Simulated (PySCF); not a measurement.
## Calculated NMR parameters of FC1=C(F)OC=CO1

```
Formula                               : C4H2F2O2
SMILES                                : FC1=C(F)OC=CO1
Point group of the computed structure : C2v
Degrees of unsaturation               : 3
Carbon signals                        : 2
Proton signals                        : 1
```

Molfile (atoms numbered from 1):
```
C4H2F2O2
     RDKit          3D

 10 10  0  0  0  0  0  0  0  0999 V2000
    2.0437   -1.6169    0.1815 F   0  0  0  0  0  0  0  0  0  0  0  0
    1.0218   -0.7719    0.0905 C   0  0  0  0  0  0  0  0  0  0  0  0
    1.1607    0.5475    0.0633 C   0  0  0  0  0  0  0  0  0  0  0  0
    2.3367    1.1642    0.1241 F   0  0  0  0  0  0  0  0  0  0  0  0
    0.1123    1.4335   -0.0313 O   0  0  0  0  0  0  0  0  0  0  0  0
   -1.1099    0.7790   -0.1002 C   0  0  0  0  0  0  0  0  0  0  0  0
   -1.2477   -0.5337   -0.0732 C   0  0  0  0  0  0  0  0  0  0  0  0
   -0.1879   -1.4243    0.0276 O   0  0  0  0  0  0  0  0  0  0  0  0
   -1.9287    1.4707   -0.1783 H   0  0  0  0  0  0  0  0  0  0  0  0
   -2.1921   -1.0435   -0.1265 H   0  0  0  0  0  0  0  0  0  0  0  0
  1  2  1  0
  2  3  2  0
  3  4  1  0
  3  5  1  0
  5  6  1  0
  6  7  2  0
  7  8  1  0
  8  2  1  0
  6  9  1  0
  7 10  1  0
M  END
```

Level of theory: NMR shieldings at PBE0/pcSseg-1/GIAO, GFN2-xTB geometry, in PySCF (equivalent nuclei averaged, one conformer, gas phase, no relativistic terms).

Chemical shifts δ = σref − σ; TMS for ¹H, ¹³C; ¹⁹F vs CFCl3; ¹⁷O against H2O, all at this level.

| carbon | δC, type | δH (multiplicity) | HMBC from (2–3 bonds) | span of the C tensor (ppm) |
| --- | --- | --- | --- | --- |
| C2/C3 | 150.8, C | – | H9/H10 | 66 |
| C6/C7 | 134.2, CH | 5.67 (m) | H9/H10 | 132 |

Other nuclei:
| atoms | nucleus | environment | δ (ppm) | σ (ppm) |
| --- | --- | --- | --- | --- |
| F1/F4 | ¹⁹F | vinylic fluorine | -156.3 | 327.2 |
| O5/O8 | ¹⁷O | ether oxygen | 111.6 | 224.4 |

- Carbon types of the structure: 2 × C, 2 × CH, which accounts for all hydrogens.
- δC 150.8, 134.2: alkene carbon bearing oxygen.
- δH 5.67: hydrogen on an alkene carbon bearing oxygen; olefinic region.

Splittings by ¹⁹F in the carbon and heteronuclear signals aren't shown, as no couplings were computed. Shifts are as computed. Against solution values, carbons near 30 ppm lie about +3 ppm off and those near 130 ppm about +5 ppm. Of 1211 compounds with measured shifts, 218 miss one by over three times the rms of a fit or turn the order of signals round; such compounds aren't used in these exercises. Unscaled 19F shifts against computed CFCl3 carry errors that often reach 10 to 50 ppm. Experimental scales use liquid or dissolved standards, which lie at an offset from isolated H2O (liquid H2O: subtract about 36 ppm).
